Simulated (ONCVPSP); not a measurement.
## Logarithmic derivatives: iron (Fe), ONCV

- Element: Fe
- Generator: ONCVPSP 4.0.1
- Type: optimised norm-conserving Vanderbilt (ONCV)
- Functional: PW91
- Relativity: fully relativistic
- Frozen core: [Ne]
- Valence charge: 16
- Reference configuration: 3s2 3p6 3d6 4s2
- Partial waves: 3s+4s: rc 1.35 bohr, ncon 3, nbas 6, qcut 9.3 1/bohr, 2 projectors; 3p: rc 1.10 bohr, ncon 4, nbas 7, qcut 9.7 1/bohr, 2 projectors, debl 3.8 Ha; 3d: rc 1.30 bohr, ncon 4, nbas 9, qcut 10.9 1/bohr, 2 projectors, debl 3.4 Ha
- Local potential: polynomial inside 0.75 bohr (lpopt 5, dvloc0 0 Ha)
- Core correction: none

Open shells are filled in proportion to 2j + 1.

The phase is arctan(r·R′/R) of the radial function R(r), unwrapped; energies in Ha, scanned from -5 to 5 Ha. A pole is an energy at which the radial function vanishes at the test radius. The pseudo phase is shifted by a multiple of π to meet the all-electron one at the reference energy, and phase errors are pseudo minus all-electron; the curves can meet again beyond the range given. Levels narrower than the energy grid can be missing from the lists of poles.

```csv
channel,radius (bohr),reference energy (Ha),"poles, all-electron","poles, pseudo",unbroken range about the reference energy with phases within 0.05 rad,phase error 1 Ha above the reference energy (rad)
s,1.37,-0.20,-2.88,-2.88,the whole range,-0.000
p3/2,1.12,-2.19,-0.17,-0.17,the whole range,-0.000
p1/2,1.12,-2.25,-0.28,-0.28,the whole range,-0.000
d5/2,1.32,-0.28,0.77,0.77,the whole range,+0.000
d3/2,1.32,-0.28,0.76,0.76,the whole range,+0.000
```

Phases in the d5/2 channel:

```csv
E (Ha),all-electron,pseudo
-4.96,1.247,1.247
-4.72,1.235,1.235
-4.48,1.222,1.222
-4.24,1.207,1.207
-4.00,1.190,1.190
-3.76,1.171,1.171
-3.52,1.150,1.150
-3.28,1.124,1.124
-3.04,1.094,1.094
-2.80,1.057,1.057
-2.56,1.011,1.011
-2.32,0.954,0.953
-2.08,0.877,0.877
-1.84,0.773,0.773
-1.60,0.625,0.625
-1.36,0.407,0.407
-1.12,0.091,0.091
-0.88,-0.308,-0.308
-0.64,-0.694,-0.694
-0.40,-0.987,-0.987
-0.16,-1.188,-1.188
0.08,-1.329,-1.329
0.32,-1.432,-1.432
0.56,-1.512,-1.512
0.80,-1.577,-1.577
1.04,-1.634,-1.634
1.28,-1.686,-1.686
1.52,-1.735,-1.735
1.76,-1.785,-1.785
2.00,-1.836,-1.836
2.24,-1.893,-1.893
2.48,-1.957,-1.957
2.72,-2.032,-2.032
2.96,-2.126,-2.126
3.20,-2.244,-2.244
3.44,-2.399,-2.399
3.68,-2.603,-2.603
3.92,-2.864,-2.864
4.16,-3.165,-3.164
4.40,-3.462,-3.461
4.64,-3.714,-3.713
4.88,-3.909,-3.907
```
